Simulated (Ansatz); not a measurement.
Reaction (formal exchange of groups at a B–O bond): `OBF` + `C#N` → `N#CBF` + H₂O

Calculated with Ansatz (gas phase, PBE0-D4/def2-TZVP geometries, no zero-point term in ΔE). CCSD(T)/CBS is frozen-core, at the limit of the def2 triple- and quadruple-zeta sets. Functionals use def2-TZVPP. Each species was taken in one conformer, which may not be the lowest.

(1) Is it downhill or uphill in electronic energy at CCSD(T)/CBS, and by how much? (Best estimate.)

(2) What do these levels give: r2SCAN-D4, RPA@PBE/def2-TZVPP, MP2/def2-SVP, HF/CBS(def2), MP2/cc-pV(T+d)Z, CCSD(T)/CBS(cc)? (Estimate.)

Largest T1 diagnostic among the species: 0.015.

## Answers

(1) Computed: Uphill: ΔE = +26.4 kcal/mol.

(2) Computed: r2SCAN-D4 27.0, RPA@PBE/def2-TZVPP 26.0, MP2/def2-SVP 31.7, HF/CBS(def2) 28.0, MP2/cc-pV(T+d)Z 27.9, CCSD(T)/CBS(cc) 26.9 kcal/mol.

From BLYP to BHLYP (50 % exact exchange), in def2-TZVPP and without D4, ΔE moves by +1.4 kcal/mol. In def2-TZVPP, CCSD(T) changes the Hartree–Fock value by −1.4 kcal/mol (the triples alone add −0.2 kcal/mol) and MP2 by −1.6 kcal/mol.
